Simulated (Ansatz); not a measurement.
Gas-phase electronic energies from Ansatz, PBE0-D4/def2-TZVP geometries. CBS: MP2 limit from def2 TZ/QZ plus the TZ coupled-cluster correction, frozen cores. This one scheme is used for every species. DFT in def2-TZVPP. B3LYP here is the variant with VWN-RPA as its local correlation; programs differ in this. One conformer a species, not always the lowest.

`C[Si](N)([SiH3])Cl` → `C[Si]N` + `[SiH3]Cl`  (silylene formation by 1,1-elimination)

Question: Is it downhill or uphill in electronic energy at CCSD(T)/CBS, and by how much? (Estimate.)

Answer: Ansatz gave: Uphill: ΔE = +181.2 kJ/mol.

Question: What do these levels give: LDA (SPW92), PBE-D4, BLYP-D4, B3LYP-D4, ωB97X-V, ωB97M-V, PBE0, BHLYP, LC-ωPBE, MP2/def2-SVP, MP2/CBS(def2), CCSD/CBS(def2)? (Best estimate.)

Answer: Computed: LDA (SPW92) 208.0, PBE-D4 188.8, BLYP-D4 166.7, B3LYP-D4 177.9, ωB97X-V 192.1, ωB97M-V 173.5, PBE0 186.8, BHLYP 169.8, LC-ωPBE 197.6, MP2/def2-SVP 176.8, MP2/CBS(def2) 191.9, CCSD/CBS(def2) 178.2 kJ/mol.

Largest T1 diagnostic among the species: 0.013.

From PBE to PBE0 (25 % exact exchange), in def2-TZVPP and without D4, ΔE moves by +11.5 kJ/mol. At CCSD(T), def2-SVP lies −18.3 kJ/mol from the extrapolated value and def2-TZVPP −5.4 kJ/mol.
